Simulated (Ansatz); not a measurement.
## Abstraction of H: CH2I2 + NaO → CHI2 + NaOH

Gas-phase species: CH2I2 (diiodomethane) `ICI`, singlet; NaO, doublet; CHI2 `I[CH]I`, doublet; NaOH `[OH][Na]`, singlet. A radical takes H: the energy is the difference in strength between the C–H bond broken and the O–H bond made.

Shapes, held fixed at every level: PBE0-D4/def2-TZVP. Programs: Ansatz 0.2.0. The zero-point and thermal change to 298 K, harmonic and unscaled (PBE0-D4/def2-TZVP), is -5.5 kJ/mol.

Problem. Estimate ΔH(298 K) of this reaction.

Solution. The highest level, CCSD(T)/def2-TZVPP, gives ΔH(298 K) = -84.5 kJ/mol; the levels span -84.5 to -22.6. The column of differences is taken from that level and isn't an error. No measured value is set beside it here. Spin contamination: CHI2 (⟨S²⟩ up to 0.78). Open shells run unrestricted. For atoms past krypton def2 sets carry core potentials with scalar relativity. Outer-core shells of I, Na are correlated, in sets that cover them unevenly. Sets without diffuse functions underbind ionic bonds of s-block metals.

```json
{"level": "MP2/def2-SVP", "kind": "perturbation theory", "ΔH(298 K) (kJ/mol)": "-82.8", "less CCSD(T)/def2-TZVPP": "+1.7"}
{"level": "HF/def2-SVP", "kind": "Hartree–Fock", "ΔH(298 K) (kJ/mol)": "-22.6", "less CCSD(T)/def2-TZVPP": "+61.9"}
{"level": "B3LYP-D4/def2-TZVPP", "kind": "global hybrid", "ΔH(298 K) (kJ/mol)": "-78.9", "less CCSD(T)/def2-TZVPP": "+5.6"}
{"level": "BHLYP-D4/def2-TZVPP", "kind": "global hybrid", "ΔH(298 K) (kJ/mol)": "-63.8", "less CCSD(T)/def2-TZVPP": "+20.7"}
{"level": "r2SCAN0-D4/def2-TZVPP", "kind": "global hybrid", "ΔH(298 K) (kJ/mol)": "-83.7", "less CCSD(T)/def2-TZVPP": "+0.8"}
{"level": "wB97X-V/def2-TZVPP", "kind": "range-separated hybrid", "ΔH(298 K) (kJ/mol)": "-76.9", "less CCSD(T)/def2-TZVPP": "+7.6"}
{"level": "CCSD(T)/def2-SVP", "kind": "coupled cluster or CI", "ΔH(298 K) (kJ/mol)": "-70.9", "less CCSD(T)/def2-TZVPP": "+13.6"}
{"level": "CCSD(T)/def2-TZVPP", "kind": "coupled cluster or CI", "ΔH(298 K) (kJ/mol)": "-84.5", "less CCSD(T)/def2-TZVPP": "0.0"}
```
